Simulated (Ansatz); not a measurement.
# From C to Sn: the HOMO–LUMO gap

One atom is swapped for its congeners: CF4 (tetrafluoromethane) `FC(F)(F)F`; SiF4 (silicon tetrafluoride) `F[Si](F)(F)F`; GeF4 (tetrafluorogermane) `[F][Ge]([F])([F])[F]`; SnF4 `[F][Sn]([F])([F])[F]`. All are singlets with charge 0.

Shapes, held fixed at every level: PBE0-D4/def2-TZVP. Programs: Ansatz 0.2.0. Values in eV.

```
               level    CF4   SiF4   GeF4   SnF4
   PBE-D4/def2-TZVPP  12.06  10.06   7.60   5.65
r2SCAN-D4/def2-TZVPP  13.48  11.26   8.56   6.41
 B3LYP-D4/def2-TZVPP  14.56  12.56  10.20   8.09
 BHLYP-D4/def2-TZVPP  18.26  16.29  14.22  11.85
  PBE0-D4/def2-TZVPP  15.37  13.30  10.96   8.82
  wB97M-V/def2-TZVPP  19.46  17.62  15.69  13.56
  wB97X-V/def2-TZVPP  19.96  18.01  15.90  13.71
```

At wB97X-V/def2-TZVPP the HOMO–LUMO gap falls at every step, from 19.96 to 13.71 eV. Every level shows the same order. For atoms past krypton def2 sets carry core potentials with scalar relativity. Relativity is left out for Ge unless named. Orbital gaps aren't excitation energies, and the LUMO depends on the basis.
